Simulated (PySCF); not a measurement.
C₂H₆ClGa, triplet, geometry from GFN2-xTB (such geometries of metal compounds can be far from the true shape) (a higher spin typed on purpose: for a closed-shell molecule this is an excited state); PBE0/STO-3G (PySCF).

Here is a job for PySCF.
```python
from pyscf import gto, scf, dft

mol = gto.Mole()
mol.atom = '''
    Ga   -0.230125    0.221604    0.519119
    C    -1.816142   -0.921645   -0.716983
    H    -1.337382   -1.166959   -1.655674
    H    -2.695171   -0.301226   -0.824580
    H    -1.981238   -1.791455   -0.091607
    C    -0.394867    1.732055   -1.225072
    H    -0.124815    1.189436   -2.121075
    H     0.351984    2.462602   -0.936693
    H    -1.398810    2.133379   -1.243872
    Cl    1.622667   -0.838704    0.143126
'''
mol.basis = 'sto-3g'
mol.charge = 0
mol.spin = 2
mol.verbose = 4
mol.build()

mf = dft.UKS(mol)
mf.xc = 'pbe0'
mf.grids.prune = None
mf.kernel()
mf.analyze()
```

It wrote (shortened):

```
PySCF version 2.14.0

[INPUT] verbose = 4
[INPUT] num. atoms = 10
[INPUT] num. electrons = 66
[INPUT] charge = 0
[INPUT] spin (= nelec alpha-beta = 2S) = 2
[INPUT] symmetry False subgroup None
[INPUT] Mole.unit = angstrom
[INPUT] Symbol           X                Y                Z      unit          X                Y                Z       unit  Magmom
[INPUT]  1 Ga    -0.230125000000   0.221604000000   0.519119000000 AA   -0.434873224416   0.418770868108   0.980992736058 Bohr   0.0
[INPUT]  2 C     -1.816142000000  -0.921645000000  -0.716983000000 AA   -3.432010983320  -1.741656634075  -1.354901505969 Bohr   0.0
[INPUT]  3 H     -1.337382000000  -1.166959000000  -1.655674000000 AA   -2.527285703923  -2.205232908596  -3.128770411563 Bohr   0.0
[INPUT]  4 H     -2.695171000000  -0.301226000000  -0.824580000000 AA   -5.093135048870  -0.569234641598  -1.558230367794 Bohr   0.0
[INPUT]  5 H     -1.981238000000  -1.791455000000  -0.091607000000 AA   -3.743997207581  -3.385359314483  -0.173112141093 Bohr   0.0
[INPUT]  6 C     -0.394867000000   1.732055000000  -1.225072000000 AA   -0.746190485629   3.273109582684  -2.315050562873 Bohr   0.0
[INPUT]  7 H     -0.124815000000   1.189436000000  -2.121075000000 AA   -0.235866166238   2.247708282698  -4.008250839662 Bohr   0.0
[INPUT]  8 H      0.351984000000   2.462602000000  -0.936693000000 AA    0.665153360229   4.653643333806  -1.770093232797 Bohr   0.0
[INPUT]  9 H     -1.398810000000   2.133379000000  -1.243872000000 AA   -2.643367800303   4.031502029898  -2.350577414015 Bohr   0.0
[INPUT] 10 Cl     1.622667000000  -0.838704000000   0.143126000000 AA    3.066396221370  -1.584920859577   0.270468941304 Bohr   0.0

nuclear repulsion = 326.029098259929
number of shells = 25
number of NR pGTOs = 129
number of NR cGTOs = 43
basis = sto-3g
ecp = {}

******** <class 'pyscf.dft.uks.UKS'> ********
method = UKS
initial guess = minao
damping factor = 0
level_shift factor = 0
DIIS = <class 'pyscf.scf.diis.CDIIS'>
diis_start_cycle = 1
diis_space = 8
diis_damp = 0
SCF conv_tol = 1e-09
SCF conv_tol_grad = None
SCF max_cycles = 50
direct_scf = True
direct_scf_tol = 1e-13
number electrons alpha = 34  beta = 32
XC library pyscf.dft.libxc version 7.1.2
    S. Lehtola, C. Steigemann, M. J. T. Oliveira, and M. A. L. Marques,  SoftwareX 7, 1–5 (2018)
XC functionals = pbe0
    C. Adamo and V. Barone,  J. Chem. Phys. 110, 6158 (1999)
    M. Ernzerhof and G. E. Scuseria,  J. Chem. Phys. 110, 5029 (1999)
radial grids:
    Treutler-Ahlrichs [JCP 102, 346 (1995); DOI:10.1063/1.469408] (M4) radial grids

becke partition: Becke, JCP 88, 2547 (1988); DOI:10.1063/1.454033
pruning grids: None
grids dens level: 3
symmetrized grids: False
atomic radii adjust function: <function treutler_atomic_radii_adjust>
small_rho_cutoff = 0
Set gradient conv threshold to 3.16228e-05
tot grids = 209680
init E= -2433.16463365094

cycle= 1 E= -2435.54056316525  delta_E= -2.38  |g|= 0.353  |ddm|=  2.5

cycle= 2 E= -2396.29245791615  delta_E= 39.2  |g|= 3.79  |ddm|= 8.21
cycle= 3 E= -2434.60157874679  delta_E= -38.3  |g|=  1.2  |ddm|=  7.8
cycle= 4 E= -2434.08278857389  delta_E= 0.519  |g|= 1.56  |ddm|= 0.506
cycle= 5 E= -2434.94808466371  delta_E= -0.865  |g|= 0.86  |ddm|= 0.884
cycle= 6 E= -2435.50212445981  delta_E= -0.554  |g|= 0.548  |ddm|= 0.876
cycle= 7 E= -2435.52238129555  delta_E= -0.0203  |g|= 0.541  |ddm|= 0.105
cycle= 8 E= -2435.46310287131  delta_E= 0.0593  |g|= 0.572  |ddm|= 0.157
cycle= 9 E= -2435.67892545807  delta_E= -0.216  |g|= 0.422  |ddm|= 0.658
cycle= 10 E= -2435.83680223312  delta_E= -0.158  |g|= 0.14  |ddm|= 0.729
cycle= 11 E= -2435.85690663909  delta_E= -0.0201  |g|= 0.0665  |ddm|= 0.329
cycle= 12 E= -2435.86341733907  delta_E= -0.00651  |g|= 0.0188  |ddm|= 0.175
cycle= 13 E= -2435.86486418486  delta_E= -0.00145  |g|= 0.011  |ddm|= 0.106
cycle= 14 E= -2435.86507302169  delta_E= -0.000209  |g|= 0.00747  |ddm|= 0.044
cycle= 15 E= -2435.86515638351  delta_E= -8.34e-05  |g|= 0.0025  |ddm|= 0.0238
cycle= 16 E= -2435.86518597592  delta_E= -2.96e-05  |g|= 0.00154  |ddm|= 0.0131
cycle= 17 E= -2435.86520914364  delta_E= -2.32e-05  |g|= 0.00136  |ddm|= 0.0118
cycle= 18 E= -2435.86525975209  delta_E= -5.06e-05  |g|= 0.00123  |ddm|= 0.0292
cycle= 19 E= -2435.86532650582  delta_E= -6.68e-05  |g|= 0.000973  |ddm|= 0.0509
cycle= 20 E= -2435.86537155537  delta_E= -4.5e-05  |g|= 0.00185  |ddm|= 0.0767
cycle= 21 E= -2435.8653752726  delta_E= -3.72e-06  |g|= 0.000767  |ddm|= 0.00397
cycle= 22 E= -2435.86537940976  delta_E= -4.14e-06  |g|= 0.000389  |ddm|= 0.0229
cycle= 23 E= -2435.86537962519  delta_E= -2.15e-07  |g|= 0.00013  |ddm|= 0.00185
cycle= 24 E= -2435.86537965335  delta_E= -2.82e-08  |g|= 1.52e-05  |ddm|= 0.000582
cycle= 25 E= -2435.8653796551  delta_E= -1.75e-09  |g|= 1.22e-05  |ddm|= 0.000124
cycle= 26 E= -2435.86537965649  delta_E= -1.39e-09  |g|= 1.18e-05  |ddm|= 9.65e-05
cycle= 27 E= -2435.86537965809  delta_E= -1.6e-09  |g|= 1.04e-05  |ddm|= 0.000128
cycle= 28 E= -2435.86537966166  delta_E= -3.57e-09  |g|= 9.03e-06  |ddm|= 0.000273
cycle= 29 E= -2435.86537966676  delta_E= -5.1e-09  |g|= 7.27e-06  |ddm|= 0.000514
cycle= 30 E= -2435.86537967001  delta_E= -3.25e-09  |g|= 4.42e-06  |ddm|= 0.000556
cycle= 31 E= -2435.86537967064  delta_E= -6.33e-10  |g|= 4e-06  |ddm|= 0.000174
Extra cycle  E= -2435.86537967075  delta_E= -1.07e-10  |g|= 4.01e-06  |ddm|= 2.15e-05
converged SCF energy = -2435.86537967075  <S^2> = 2.0014006  2S+1 = 3.0009336
**** SCF Summaries ****
Total Energy =                       -2435.865379670748553
Nuclear Repulsion Energy =             326.029098259928844
One-electron Energy =                -4039.197756557868161
Two-electron Energy =                 1277.303278627190821
Two-electron Coulomb Energy =         1393.129799265061592
DFT Exchange-Correlation Energy =     -115.826520637870772
**** MO energy ****
                             alpha | beta                alpha | beta
MO #1   energy= -369.392623518091  | -369.39180700921   occ= 1 | 1
MO #2   energy= -100.590382903075  | -100.589579458752  occ= 1 | 1
MO #3   energy= -45.1379905594156  | -45.1177766002555  occ= 1 | 1
MO #4   energy= -40.8954129515983  | -40.8712447634856  occ= 1 | 1
MO #5   energy= -40.894548504773   | -40.8708051444402  occ= 1 | 1
MO #6   energy= -40.8485622415414  | -40.8434154601951  occ= 1 | 1
MO #7   energy= -10.0464599945974  | -10.0442939624408  occ= 1 | 1
MO #8   energy= -10.046308387651   | -10.0441537001883  occ= 1 | 1
MO #9   energy= -9.29730067273112  | -9.29625232549028  occ= 1 | 1
MO #10  energy= -7.04537638711186  | -7.04396258958675  occ= 1 | 1
MO #11  energy= -7.03460018371775  | -7.03276443461454  occ= 1 | 1
MO #12  energy= -7.03372178758705  | -7.03260741883749  occ= 1 | 1
MO #13  energy= -5.40233870909733  | -5.33911718378688  occ= 1 | 1
MO #14  energy= -3.73650246697563  | -3.64273679653958  occ= 1 | 1
MO #15  energy= -3.73462910363734  | -3.6423525782339   occ= 1 | 1
MO #16  energy= -3.64380424536902  | -3.62245703668244  occ= 1 | 1
MO #17  energy= -0.769563615856517 | -0.762086111115986 occ= 1 | 1
MO #18  energy= -0.685497288973411 | -0.678118018132694 occ= 1 | 1
MO #19  energy= -0.669148610105442 | -0.662213283656588 occ= 1 | 1
MO #20  energy= -0.486618636077235 | -0.408221466318375 occ= 1 | 1
MO #21  energy= -0.42418304874696  | -0.404464918697166 occ= 1 | 1
MO #22  energy= -0.421821187597955 | -0.396178884842699 occ= 1 | 1
MO #23  energy= -0.406718201002366 | -0.388725414554946 occ= 1 | 1
MO #24  energy= -0.397197346315166 | -0.386916750084994 occ= 1 | 1
MO #25  energy= -0.392410125548958 | -0.383804166117277 occ= 1 | 1
MO #26  energy= -0.386917602221052 | -0.34527362377044  occ= 1 | 1
MO #27  energy= -0.381054588950431 | -0.341591215303426 occ= 1 | 1
MO #28  energy= -0.376789111385337 | -0.328184689377001 occ= 1 | 1
MO #29  energy= -0.367783079446986 | -0.281879644410275 occ= 1 | 1
MO #30  energy= -0.30304380787957  | -0.27314460267861  occ= 1 | 1
MO #31  energy= -0.282647377659723 | -0.25752785989952  occ= 1 | 1
MO #32  energy= -0.275672407265865 | -0.202404665994359 occ= 1 | 1
MO #33  energy= -0.207826247726014 | -0.070633993581767 occ= 1 | 0
MO #34  energy= -0.186872442016915 | -0.0646855139476812 occ= 1 | 0
MO #35  energy= 0.093720287378809  | 0.126007907577598  occ= 0 | 0
MO #36  energy= 0.130896020481624  | 0.152708768219027  occ= 0 | 0
MO #37  energy= 0.192253324403491  | 0.218130600939514  occ= 0 | 0
MO #38  energy= 0.458138320928537  | 0.462336044469655  occ= 0 | 0
MO #39  energy= 0.479721054459328  | 0.482849329701227  occ= 0 | 0
MO #40  energy= 0.484882294782075  | 0.488172127229176  occ= 0 | 0
MO #41  energy= 0.48624909448878   | 0.490057496781693  occ= 0 | 0
MO #42  energy= 0.497567583016769  | 0.500685358129234  occ= 0 | 0

To work with the spin densities directly, `use mulliken_meta_spin()` only printing them here.

 ** Mulliken spin pop alpha/beta on meta-lowdin orthogonal AOs **
 ** Mulliken Spin Density (per AO)  **
spin_pop of  0 Ga 1s        0.00000
spin_pop of  0 Ga 2s        0.00001
spin_pop of  0 Ga 3s        0.00060
spin_pop of  0 Ga 4s        0.18465
spin_pop of  0 Ga 2px      -0.00000
spin_pop of  0 Ga 2py      -0.00000
spin_pop of  0 Ga 2pz       0.00000
spin_pop of  0 Ga 3px       0.00005
spin_pop of  0 Ga 3py       0.00009
spin_pop of  0 Ga 3pz       0.00019
spin_pop of  0 Ga 4px       0.01779
spin_pop of  0 Ga 4py       0.08232
spin_pop of  0 Ga 4pz       0.49236
spin_pop of  0 Ga 3dxy      0.14642
spin_pop of  0 Ga 3dyz      0.44561
spin_pop of  0 Ga 3dz^2     0.04742
spin_pop of  0 Ga 3dxz      0.06543
spin_pop of  0 Ga 3dx2-y2    0.12866
spin_pop of  1 C 1s       -0.00000
spin_pop of  1 C 2s        0.01121
spin_pop of  1 C 2px       0.04507
spin_pop of  1 C 2py       0.03857
spin_pop of  1 C 2pz       0.03713
spin_pop of  2 H 1s        0.00281
spin_pop of  3 H 1s       -0.00375
spin_pop of  4 H 1s       -0.00288
spin_pop of  5 C 1s       -0.00000
spin_pop of  5 C 2s        0.01110
spin_pop of  5 C 2px       0.00365
spin_pop of  5 C 2py       0.04682
spin_pop of  5 C 2pz       0.06949
spin_pop of  6 H 1s        0.00293
spin_pop of  7 H 1s       -0.00286
spin_pop of  8 H 1s       -0.00381
spin_pop of  9 Cl 1s        0.00000
spin_pop of  9 Cl 2s        0.00000
spin_pop of  9 Cl 3s        0.00111
spin_pop of  9 Cl 2px       0.00000
spin_pop of  9 Cl 2py       0.00001
spin_pop of  9 Cl 2pz       0.00003
spin_pop of  9 Cl 3px       0.00502
spin_pop of  9 Cl 3py       0.02818
spin_pop of  9 Cl 3pz       0.09855
 ** Mulliken Spin Density (per atom)  **
spin density of  0 Ga =      1.61162
spin density of  1 C =      0.13198
spin density of  2 H =      0.00281
spin density of  3 H =     -0.00375
spin density of  4 H =     -0.00288
spin density of  5 C =      0.13105
spin density of  6 H =      0.00293
spin density of  7 H =     -0.00286
spin density of  8 H =     -0.00381
spin density of  9 Cl =      0.13291
 ** Mulliken pop alpha/beta on meta-lowdin orthogonal AOs **
 ** Mulliken pop       alpha | beta **
In total            34.00000 | 32.00000
 ** Mulliken atomic charges   ( Nelec_alpha | Nelec_beta ) **
charge of  0Ga =      0.15693  (    16.22734     14.61572 )
charge of  1C =     -0.17437  (     3.15318      3.02119 )
charge of  2H =      0.06267  (     0.47007      0.46726 )
charge of  3H =      0.06017  (     0.46804      0.47179 )
charge of  4H =      0.05817  (     0.46948      0.47236 )
charge of  5C =     -0.17451  (     3.15278      3.02173 )
charge of  6H =      0.06266  (     0.47014      0.46721 )
charge of  7H =      0.05828  (     0.46943      0.47229 )
charge of  8H =      0.06003  (     0.46808      0.47189 )
charge of  9Cl =     -0.17003  (     8.65147      8.51856 )
Dipole moment(X, Y, Z, Debye): -1.95144,  0.99357, -0.24137
```
